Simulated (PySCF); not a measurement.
## Dipole response of Ta+ (tantalum, charge +1)

[Xe] 4f14 5d2 6s2, high-spin 3F determinant (an excited configuration). Computed with PySCF 2.14 in x2c-TZVPPall with one added diffuse shell each of s, p, d, f type (12s8p8d4f1g, 113 functions), with scalar relativity by spin-free X2C-1e. Coupled (time-dependent) response in atomic units; α is the mean over directions.

| method | mean α (bohr³) | C₆ (like pair) | S(−4) |
| --- | --- | --- | --- |
| UHF | 54.35 | 562.2 | 1108 |

S(−4) is the Cauchy moment in α(ω) = α(0) + S(−4) ω² + …

Spin-orbit coupling is absent.

α(iu) at UHF:

```tsv
u (hartree)	α(iu) (bohr³)
0	54.35
0.0500	51.75
0.100	45.50
0.200	31.65
0.300	21.99
0.500	12.43
0.750	7.651
1.00	5.390
1.50	3.228
2.00	2.184
3.00	1.193
5.00	0.5090
```

A single London oscillator, α(iu) = α/(1 + u²/ω²), gives C₆ = (3/4) ω α². Matching the computed C₆ needs ω = 4 × 562.2 / (3 × 54.35²) = 0.254 hartree.

For an ion, C₆ is the dispersion term alone; charge-induced terms of lower order in 1/R come first.

Spin-orbit coupling, absent here, splits the open shell strongly.
